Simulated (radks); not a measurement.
Problem. The mean radii <r> (bohr) of the occupied orbitals of an atom or ion are listed with their occupations. All-electron calculation, Dirac Kohn-Sham, exchange-only PBE, spin-unpolarised, spherical densities, finite nucleus; Fermi nuclear charge, rms radius of each element as measured or else 0.836 A^(1/3) + 0.57 fm. Program: a radial shooting solver on a logarithmic mesh with Libxc functionals.

| orbital | occ. | <r> |
|---|---|---|
| 1s1/2 | 2 | 0.02409 |
| 2s1/2 | 2 | 0.1026 |
| 2p1/2 | 2 | 0.08605 |
| 2p3/2 | 4 | 0.09236 |
| 3s1/2 | 2 | 0.2719 |
| 3p1/2 | 2 | 0.2616 |
| 3p3/2 | 4 | 0.2738 |
| 3d3/2 | 4 | 0.2451 |
| 3d5/2 | 6 | 0.2489 |
| 4s1/2 | 2 | 0.6134 |
| 4p1/2 | 2 | 0.6278 |
| 4p3/2 | 4 | 0.6530 |
| 4d3/2 | 4 | 0.6888 |
| 4d5/2 | 6 | 0.6969 |
| 5s1/2 | 1 | 1.260 |

Name the element and its charge. Open shells, if any, fill j = l - 1/2 first.

Solution. Z = 59, praseodymium, charge +12: Pr12+ in [Kr] 4d10 5s1. The 1s radius gives Z: for a bare nucleus <r> = (2 gamma + 1)/(2Z) with gamma = sqrt(1 - (Z/c)^2), 0.02377 bohr for Z = 59, and screening makes it slightly larger (0.02409 here). The occupations add up to 47, and the charge is Z minus that.
